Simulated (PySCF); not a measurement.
# Ionising SnSe

RHF; basis Sn def2-SVP with ECP28, Se def2-SVP; scalar-relativistic core potentials; PySCF 2.14. Neutral (RHF): singlet (closed shell), Re = 2.318 Å, ωe = 364 cm⁻¹, De = 2.23 eV, HOMO -9.05 eV, LUMO 0.18 eV.

SnSe⁺ (UHF): doublet (π ↑), Re = 2.505 Å, ωe = 273 cm⁻¹, De = 1.49 eV to Sn⁺ + Se. The energies at the minima are -2612.94799 hartree for SnSe and -2612.66886 for SnSe⁺.

Question: Work out the adiabatic ionisation energy, without and with harmonic zero-point energies (1 hartree = 27.2114 eV, 1 eV = 8065.5 cm⁻¹), and the change of the bond length.

Answer: At HF: 0.27913 hartree = 7.596 eV between the minima; the zero-point term (273.0 − 364.0)/2 cm⁻¹ = -0.006 eV makes it 7.590 eV. Re changes by +18.7 pm against the neutral. Minus the HOMO energy is 9.05 eV, +1.45 eV from the value between the minima; Hartree–Fock orbital energies leave out relaxation and correlation. The electron leaves a π orbital; in so polar a molecule the change of length follows mostly from the change of the ionic charges.

Spin–orbit coupling is left out, which matters for elements this heavy, above all for dissociation energies. For an ion De counts to the pair picked by the measured ionisation energies or electron affinities, which need not be the lowest pair at this level. Where the molecule has an RHF reference, its open-shell atoms are computed with UHF. Hartree–Fock leaves out correlation, which carries a large part of most bond energies and some tenths to 1 eV of ionisation energies. States were picked by a PBE0 search and need not be the measured ground states.

Neutral and ion stand on different kinds of reference determinant, which adds to the error of the difference.
